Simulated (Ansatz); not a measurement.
System: ZnBr$_{2}$, charge -1, multiplicity 2. The spin state was set by rule; other spins were not relaxed. 
Structure (B3LYP-D3(BJ)/def2-TZVP (Ansatz, a quantum-chemistry and plane-wave program) minimum search):
```
Zn
Br 1 2.4882
Br 1 2.4882 2 119.67
```
Charge -1, spin multiplicity 2.

Basis-set convergence of Hartree-Fock and MP2 correlation energies (hartree) with Ansatz. Correlated levels leave the core frozen unless marked. UHF or UKS for open shells. No spin-orbit coupling. Frozen are the shells of the preceding noble gas and the d and f shells that filled before the atom's block. Non-relativistic. This anion needs diffuse functions, which these sets lack.

```tsv
basis	functions	E(HF)	E(corr, MP2)
def2-SVP	95	-6921.91672	-0.52492
def2-TZVPP	160	[?]	[?]
```

### Question
Complete the blanks.

### Answer

- def2-TZVPP, E(HF): -6922.80811
- def2-TZVPP, E(corr, MP2): -0.80911
